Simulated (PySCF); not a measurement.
**B97-3 on Al³⁺ (aluminium, charge +3)**

Configuration: [Ne], closed-shell 1S. Calculation: PySCF 2.14, in aug-cc-pCVQZ-DK (10s9p7d5f3g, 134 functions); the spin-free X2C one-electron Hamiltonian (Gaussian nucleus).

- Total energy: -240.8262 hartree
- One-electron energy: -321.8071 hartree
- Hartree (Coulomb) energy: 98.8542 hartree
- Exchange-correlation energy: -17.8733 hartree
- ⟨S²⟩: 0.0000
- ⟨L²⟩: 0.000
- Sum of ⟨r⟩: 5.059 bohr
- Sum of ⟨r²⟩: 3.653 bohr²
- Langevin diamagnetic susceptibility: -2.89 ×10⁻⁶ cm³/mol

```json
{"shell": "1s", "electrons": "2", "mean orbital energy (hartree)": "-57.65963", "rms radius, mean of both spins (bohr)": "0.139"}
{"shell": "2s", "electrons": "2", "mean orbital energy (hartree)": "-5.50731", "rms radius, mean of both spins (bohr)": "0.679"}
{"shell": "2p", "electrons": "6", "mean orbital energy (hartree)": "-4.01339", "rms radius, mean of both spins (bohr)": "0.670"}
```

Densities and radii are taken from the X2C orbitals without a picture-change correction, which distorts them close to the nucleus.
